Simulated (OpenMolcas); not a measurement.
Computed levels of 4d3 in ions with 39 electrons, in cm-1 above 4F 3/2.

* Program: OpenMolcas 26.06
* Method: CASSCF
* Basis: ANO-RCC-VTZP
* Scalar Hamiltonian: DKH2, point nucleus
* Spin-orbit coupling: RASSI with atomic mean-field integrals over the reference wave functions, term energies averaged over their components

Active space for each ion: 3 electrons in 5 orbitals (4d).

```json
{"Level": "4F 5/2", "Nb2+": "504", "Mo3+": "740", "Ru5+": "1388", "Rh6+": "1823", "Pd7+": "2406"}
{"Level": "4F 7/2", "Nb2+": "1165", "Mo3+": "1694", "Ru5+": "3106", "Rh6+": "4028", "Pd7+": "5229"}
{"Level": "4F 9/2", "Nb2+": "1946", "Mo3+": "2803", "Ru5+": "5015", "Rh6+": "6415", "Pd7+": "8187"}
{"Level": "4P 1/2", "Nb2+": "11237", "Mo3+": "13190", "Ru5+": "16525", "Rh6+": "18162", "Pd7+": "19897"}
{"Level": "4P 3/2", "Nb2+": "11339", "Mo3+": "13289", "Ru5+": "16494", "Rh6+": "17984", "Pd7+": "19474"}
{"Level": "2G 7/2", "Nb2+": "12020", "Mo3+": "14337", "Ru5+": "18371", "Rh6+": "20422", "Pd7+": "22670"}
{"Level": "4P 5/2", "Nb2+": "12039", "Mo3+": "14360", "Ru5+": "18685", "Rh6+": "20970", "Pd7+": "23550"}
{"Level": "2G 9/2", "Nb2+": "12577", "Mo3+": "15066", "Ru5+": "19377", "Rh6+": "21521", "Pd7+": "23822"}
{"Level": "2P 1/2", "Nb2+": "15716", "Mo3+": "18693", "Ru5+": "23928", "Rh6+": "26618", "Pd7+": "29594"}
```

Q: Estimate 4F 9/2, 4P 1/2, 4P 3/2 for Tc4+ from its neighbours Mo3+ and Ru5+.

A: 4F 9/2 is fine structure, which grows about as the fourth power of a screened charge, so the fourth roots are averaged: ((2803^0.25 + 5015^0.25) / 2)^4 = 3789. The calculation gives 3835, so the estimate is off by -1.2 %.
4P 1/2 is another term, which grows about linearly with the charge: (13190 + 16525) / 2 = 14858. The calculation gives 14820, so the estimate is off by +0.3 %.
4P 3/2 is another term, which grows about linearly with the charge: (13289 + 16494) / 2 = 14892. The calculation gives 14872, so the estimate is off by +0.1 %.

Mixed levels, with the weight of the term that names them: Rh6+ 2G 9/2 (68 %), Pd7+ 2G 9/2 (61 %).

Without dynamic correlation excited terms often stand tens of per cent too high (terms of higher spin than the ground term too low), and those without a measured partner can miss by more than the paired ones. Terms from blocks run as CI alone lack orbitals of their own. Levels of configurations with an s electron are missing; early in the row they begin among the upper levels of the d shell and mix with terms of their name (holds for Nb2+). Only configurations of the active space appear.
